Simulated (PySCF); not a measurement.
2-methylbut-1-ene (C₅H₁₀), SMILES C=C(C)CC. Atoms are numbered in the order given.

```xyz
15

C     -0.9275    -1.4646     0.5735
C     -0.5059    -0.2424     0.2284
C     -1.3876     0.7205    -0.5110
C      0.8830     0.2355     0.5655
C      1.7571     0.5179    -0.6536
H     -1.9360    -1.8116     0.3304
H     -0.2775    -2.1589     1.1139
H     -1.4757     1.6731     0.0386
H     -0.9712     0.9681    -1.5014
H     -2.3974     0.3144    -0.6617
H      0.8032     1.1570     1.1714
H      1.3749    -0.5140     1.2053
H      2.7674     0.8303    -0.3490
H      1.8560    -0.3806    -1.2825
H      1.3421     1.3210    -1.2817
```
Charge 0, spin multiplicity 1.

Coordinates come from a PBE0-D3(BJ)/def2-SVP optimisation. The values are those of a single conformer.

Two levels are set side by side: PBE/pcSseg-1 (PySCF) and PBE0/pcSseg-1 (PySCF). GIAO shifts against TMS (¹H), TMS (¹³C) at the same level; non-relativistic, no solvent, atoms listed together averaged. Differences are taken from unrounded values.

| quantity | PBE |
|---|---|
| δ(¹³C) of C1 (ppm) | 117.9 |
| δ(¹³C) of C2 (ppm) | 157.5 |
| δ(¹³C) of C3 (ppm) | 25.4 |
| δ(¹³C) of C4 (ppm) | 39.9 |
| δ(¹³C) of C5 (ppm) | 17.9 |
| δ(¹H) of H6, H7 (ppm) | 5.26 |

**Question.** These are the PBE values. What does PBE0 give? (Estimate from the structure and the level; the computed values follow.)

**Answer.** 
```json
[
 {"quantity": "δ(¹³C) of C1 (ppm)", "PBE0": "120.3", "PBE minus PBE0": "-2.4"},
 {"quantity": "δ(¹³C) of C2 (ppm)", "PBE0": "158.1", "PBE minus PBE0": "-0.7"},
 {"quantity": "δ(¹³C) of C3 (ppm)", "PBE0": "24.8", "PBE minus PBE0": "0.6"},
 {"quantity": "δ(¹³C) of C4 (ppm)", "PBE0": "37.6", "PBE minus PBE0": "2.2"},
 {"quantity": "δ(¹³C) of C5 (ppm)", "PBE0": "17.4", "PBE minus PBE0": "0.6"},
 {"quantity": "δ(¹H) of H6, H7 (ppm)", "PBE0": "5.32", "PBE minus PBE0": "-0.06"}
]
```

Rough cost on one machine, each run with all the roots and properties that it gave: PBE0 against PBE within a factor of 2.
